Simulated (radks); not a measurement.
The platinum ion Pt20+, 58 electrons, occupied as [Kr] 4d10 4f12 (the NIST ground configuration). Method: scalar-relativistic Kohn-Sham, PBEsol, spin-polarised, spherical densities, finite nucleus; open shells are filled with parallel spins first (spin-orbit coupling, left out, can overturn this in heavy ions); Fermi nuclear charge, rms radius 5.427 fm; computed with a radial shooting solver on a logarithmic mesh with Libxc functionals.

Normalised radial functions P(r) = r R(r), r in bohr:

```
   r/bohr * 4f down (the largest magnitude, 1.51, reaches the edge; | marks zero)
0.0006419 *
0.0007295 *
0.0008225 *
0.0009349 *
 0.001054 *
 0.001198 *
 0.001351 *
 0.001535 *
 0.001731 *
 0.001967 *
 0.002218 *
 0.002521 *
 0.002842 *
  0.00323 *
 0.003642 *
  0.00414 *
 0.004668 *
 0.005305 *
 0.005981 *
 0.006798 *
 0.007665 *
 0.008711 *
 0.009901 *
  0.01116 *
  0.01269 *
  0.01431 *
  0.01626 *
  0.01833 *
  0.02083 *
  0.02349 *
   0.0267 *
   0.0301 *
  0.03421 *
  0.03858 |*
  0.04384 |*
  0.04943 |*
  0.05618 | *
  0.06335 |  *
    0.072 |   *
  0.08118 |    *
  0.09226 |       *
    0.104 |         *
   0.1182 |             *
   0.1344 |                 *
   0.1515 |                     *
   0.1722 |                           *
   0.1942 |                                 *
   0.2207 |                                       *
   0.2488 |                                            *
   0.2828 |                                                 *
   0.3188 |                                                    *
   0.3624 |                                                      *
   0.4086 |                                                     *
   0.4643 |                                                   *
   0.5236 |                                              *
    0.595 |                                        *
   0.6709 |                                 *
   0.7625 |                         *
   0.8597 |                   *
   0.9771 |            *
    1.102 |       *
    1.252 |    *
    1.412 | *
    1.605 |*
```

4f down: eigenvalue -542.24 eV, 0 radial nodes, <r> = 0.467 bohr, 90 % of the charge inside 0.728 bohr.
